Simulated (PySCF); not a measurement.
C5H3F5.
SMILES: `FC(F)(/C(F)=C\C=C/F)F`

Jobs on this species (13 atoms, 78 electrons) with PySCF (density fitting). Hardware of each: an Arm Neoverse V2 with one thread, no GPU, on a shared host. The host was shared with other jobs, so the times are rough. Peak memory is the resident size of the whole Python process, interpreter and libraries included.

```tsv
level and settings	work	basis functions	SCF cycles	wall time	peak memory
X3LYP/pcseg-1, IEF-PCM chloroform, damping 0.3 at the start, DIIS from the seventh cycle	spin–spin couplings from 8 perturbed nuclei, spin–dipole term for 5 of them	155	?	?	?
PBE0/def2-SVPD	6 singlets by full TDDFT, 2 Tamm–Dancoff triplets, polarisability, density and orbital grids written	239	?	?	?
OPBE/aug-cc-pVDZ, energy threshold 1e-11 Eh	shieldings, charges and field gradients	257	?	?	?
PBE0/pcSseg-1	shieldings, charges and field gradients, density and orbital grids written	185	14	27 s	0.81 GiB
mPW1PW91/3-21G, level shift 0.3 Eh	shieldings	96	13	7.6 s	0.57 GiB
```

Fill in the missing figures.

- X3LYP/pcseg-1, IEF-PCM chloroform, damping 0.3 at the start, DIIS from the seventh cycle; spin–spin couplings from 8 perturbed nuclei, spin–dipole term for 5 of them: 37 s, 0.86 GiB, 15 SCF cycles
- PBE0/def2-SVPD; 6 singlets by full TDDFT, 2 Tamm–Dancoff triplets, polarisability, density and orbital grids written: 54 s, 0.95 GiB, 14 SCF cycles
- OPBE/aug-cc-pVDZ, energy threshold 1e-11 Eh; shieldings, charges and field gradients: 58 s, 0.76 GiB, 14 SCF cycles

What do all jobs in the table cost together?

About 3.1 min; the longest takes about 32 % of that, and about 7.6 times as long as the shortest.
